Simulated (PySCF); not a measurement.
Ga(Cl)(OMe)(NH2) (CH₅ClGaNO), SMILES C[O][Ga]([NH2])[Cl].

Geometry: r2SCAN-D4/def2-SVP. The structure was generated by enumeration; whether it is a known compound was not checked. Other conformers were not sampled.

The numbers are results of PySCF with C-PCM-PBE0/def2-SVP, not measurements.

The values are the electrostatic part of the solvation free energy, E(continuum) − E(gas) at the gas-phase geometry, in a cavity of scaled van der Waals radii (PySCF's table); cavitation and dispersion terms are not included. A continuum can't describe solvent molecules that bind to the metal. In vacuum the orbital gap is 7.11 eV. The dipole moment in vacuum is 3.55 D.

Question: Estimate the values in water (ε = 78.36), chloroform (ε = 4.71), N,N-dimethylformamide (ε = 37.22). (An estimate is asked for; the answer gives what the named calculation found.)

Answer: 
```csv
solvent,ε,ΔG(elec) (kcal/mol),dipole (D),gap (eV)
water,78.36,-7.0,4.51,7.03
chloroform,4.71,-5.4,4.28,7.06
"N,N-dimethylformamide",37.22,-6.9,4.49,7.03
```
